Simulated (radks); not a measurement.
Results of a calculation; reference values are marked as such.
Question: All-electron atom: the erbium ion Er2+ in [Xe] 4f(5/2: 6, 7/2: 6) (the NIST ground configuration). Code: a radial shooting solver on a logarithmic mesh with Libxc functionals. Model: Dirac Kohn-Sham, PBE, spin-unpolarised, spherical densities, finite nucleus; Fermi nuclear charge, rms radius 5.2516 fm. Some entries of the table are withheld. Estimate them.

| orbital | occ. | eigenvalue (hartree) | <1/r> (bohr^-1) |
|---|---|---|---|
| 1s1/2 | 2 | -2106.037 | 77.54 |
| 2s1/2 | 2 | (1) | 18.65 |
| 2p1/2 | 2 | -337.2854 | 18.63 |
| 2p3/2 | 4 | -303.5914 | 16.15 |
| 3s1/2 | 2 | -79.72535 | 6.826 |
| 3p1/2 | 2 | -72.36113 | 6.742 |
| 3p3/2 | 4 | -65.28426 | 6.110 |
| 3d3/2 | 4 | -52.67664 | 5.995 |
| 3d5/2 | 6 | -51.12995 | 5.841 |
| 4s1/2 | 2 | -16.14288 | 2.854 |
| 4p1/2 | 2 | (2) | 2.745 |
| 4p3/2 | 4 | (3) | 2.527 |
| 4d3/2 | 4 | -6.75930 | 2.305 |
| 4d5/2 | 6 | -6.47019 | 2.251 |
| 5s1/2 | 2 | -2.43181 | (4) |
| 5p1/2 | 2 | -1.63835 | 0.9329 |
| 5p3/2 | 4 | -1.44034 | 0.8564 |
| 4f5/2 | 6 | -0.66013 | 1.662 |
| 4f7/2 | 6 | -0.62027 | 1.633 |

Answer: 
(1) 2s1/2 eigenvalue (hartree): -354.0477
(2) 4p1/2 eigenvalue (hartree): -13.19861
(3) 4p3/2 eigenvalue (hartree): -11.60712
(4) 5s1/2 <1/r> (bohr^-1): 1.064
